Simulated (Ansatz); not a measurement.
Cost and result for the atomization energy of CH9NSi2, SMILES `CN([SiH3])[SiH3]` (13 atoms, 12 bonds).

Cartesian coordinates in Å:
```
C -0.501 -1.410 0.160
N 0.030 -0.064 -0.048
Si 1.345 0.418 0.959
Si -0.848 0.961 -1.123
H -0.956 -1.795 -0.758
H 0.299 -2.105 0.435
H -1.260 -1.442 0.950
H 1.812 1.755 0.518
H 2.445 -0.580 0.852
H 0.961 0.488 2.399
H -1.016 0.276 -2.435
H -0.093 2.227 -1.290
H -2.217 1.273 -0.618
```

Total charge 0; spin multiplicity 1. All single points use the PBE0-D4/def2-TZVP geometry. Program: Ansatz. All runs use 4 threads of a server CPU on a shared host. Times are those of one run each, without the atoms' runs, and a repeat can differ threefold. Electronic energies, without spin–orbit coupling; frozen cores. CCSD(T)/CBS adds CCSD(T) − MP2 in def2-TZVPP to the MP2 limit, and its time is that of the two runs behind it. T1 = 0.011. B3LYP takes the VWN-RPA correlation (the form of Gaussian; ORCA's B3LYP/G). HSE06 is the plane-wave form, built on full-range PBE exchange.

CCSD(T)/CBS is a level of theory with its own doubt, some kJ/mol a heavy atom from the limit and from the frozen cores, so smaller differences don't rank the functionals.

| level | functions | wall time |
| --- | --- | --- |
| revPBE-D4/def2-TZVPP | 272 | 1.1 s |
| BLYP-D4/def2-TZVPP | 272 | 1.2 s |
| BHLYP-D4/def2-TZVPP | 272 | 1.6 s |
| PBE0-D4/def2-TZVPP | 272 | 1.7 s |
| CCSD(T)/def2-SVP | 109 | 1.8 s |
| HSE06-D4/def2-TZVPP | 272 | 1.9 s |
| r2SCANh-D4/def2-TZVPP | 272 | 2.6 s |
| B3LYP-D4/def2-TZVPP (with forces) | 272 | 2.8 s |
| PBE-QIDH/def2-TZVPP | 272 | 3.1 s |
| ωB97X-V/def2-TZVPP | 272 | 4 s |
| MP2/def2-QZVPP | 524 | 15 s |
| CCSD(T)/def2-TZVPP | 272 | 52 s |
| CCSD(T)/CBS(def2) | – | 67 s |

Question: What atomization energy does each give, and how far from CCSD(T)/CBS? (Estimate.)

Answer: Ansatz gave: 
```tsv
level	atomization (kJ/mol)	difference from CCSD(T)/CBS	per bond
revPBE-D4/def2-TZVPP	4216.4	-83.7	-7.0
BLYP-D4/def2-TZVPP	4269.9	-30.2	-2.5
BHLYP-D4/def2-TZVPP	4240.2	-59.9	-5.0
PBE0-D4/def2-TZVPP	4255.3	-44.8	-3.7
CCSD(T)/def2-SVP	4028.7	-271.4	-22.6
HSE06-D4/def2-TZVPP	4257.1	-43.0	-3.6
r2SCANh-D4/def2-TZVPP	4261.6	-38.5	-3.2
B3LYP-D4/def2-TZVPP (with forces)	4306.8	6.7	0.6
PBE-QIDH/def2-TZVPP	4240.5	-59.6	-5.0
ωB97X-V/def2-TZVPP	4324.4	24.3	2.0
MP2/def2-QZVPP	4250.8	-49.3	-4.1
CCSD(T)/def2-TZVPP	4189.0	-111.1	-9.3
CCSD(T)/CBS(def2)	4300.1	0.0	0.0
```

At CCSD(T), def2-SVP lies −271.5 kJ/mol from the extrapolated value and def2-TZVPP −111.1 kJ/mol: correlation converges slowly with the basis, and small sets miss more of it in the bonded molecule than in its fragments. From PBE to PBE0 (25 % exact exchange), in def2-TZVPP and without D4, the atomization energy moves by −23.5 kJ/mol: exact exchange takes away binding that semilocal exchange gives to molecules. Leaving LDA and LC-ωPBE aside and taking each functional with its dispersion term where it has one, the values, not all of them listed here, spread over 108.1 kJ/mol, from revPBE-D4 to CAM-B3LYP-D4. LDA lies +521.5 kJ/mol from PBE without D4, its usual overbinding.
